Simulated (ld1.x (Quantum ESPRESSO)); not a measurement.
## promethium: variants of one TM semilocal potential

Base potential:

promethium (Pm), norm-conserving Troullier–Martins (semilocal form), made with ld1.x (Quantum ESPRESSO) 7.5 (PBEsol, scalar-relativistic). Core [Xe], reference 4f5 5d0 6s1.5 6p0.5. Waves: 6p (bound): rc 3.10 bohr; 5d (bound, empty): rc 2.35 bohr; 4f (bound): rc 1.00 bohr; 6s (bound): rc 2.95 bohr. Local part: the s channel. Core correction: a·sin(br)/r model core inside 0.60 bohr.

All-electron outer shells of the reference configuration (PBEsol, scalar-relativistic, ld1.x):

```
shell  level (eV)  outermost node (bohr)  outermost maximum (bohr)
   5s      -42.56                   0.70                      1.29
   5p      -23.33                   0.75                      1.46
   6s       -3.92                   1.73                      3.68
   4f       -2.82                      –                      0.64
   5d       -2.30                   0.86                      2.17
   6p       -1.51                   2.09                      4.96
```

Cutoffs, loose and tight: the cutoffs (Ry, on a coarse ladder) from which the occupation-weighted sum of valence levels, in a spherical-Bessel basis at the reference potential, stays within 10 and 1 mRy of its value at 400 Ry. They do not see the model core or the augmentation charge, which bear on the density cutoff. Test errors are all-electron minus pseudo excitation energies from the reference, over the configurations 4f5 5d0 6s2 6p0; 4f5 5d0 6s1 6p0; 4f5 5d0 6s0 6p0; 4f4 5d1 6s1 6p0; 4f5 5d0 6s1 6p1; 4f4 5d0 6s0 6p0; 4f5 5d0 6s0 6p2. A dash means not determined; rows that change the core or the reference have their own tests.

Cutoffs are not given where the Bessel-basis levels miss the radial ones by over 6 mRy, ghosts where they miss by over 20 mRy; a channel whose overlap is not positive is not tested.

In the semilocal form every listed channel keeps its own potential, so the choice of the local channel does not act on these tests. It acts once the file is put into the separable form.

A semilocal file is local in each channel, so a ghost entry of none says nothing of the separable form that plane-wave codes build from it.

| change | outcome | bound ghosts | largest test error (meV) |
| --- | --- | --- | --- |
| base | generated | none | -1586 |
| wave 6p (bound): rc 3.10 bohr becomes 6p (bound): rc 4.72 bohr | generated | none | -1514 |
| wave 5d (bound): rc 2.35 bohr becomes 5d (bound): rc 1.84 bohr | generated | none | -1586 |
| local potential the p channel | generated | none | -1586 |
| wave 6s (bound): rc 2.95 bohr becomes 6s (bound): rc 3.56 bohr | generated | none | -1519 |
| core correction a·sin(br)/r model core inside 1.24 bohr | generated | none | -1553 |
| reference 4f5 5d0 6s2 6p0 | generated | none | -1598 over the solved tests; 1 of 7 tests not solved or not reliable |
| functional PBE | generated | none | -1539 |
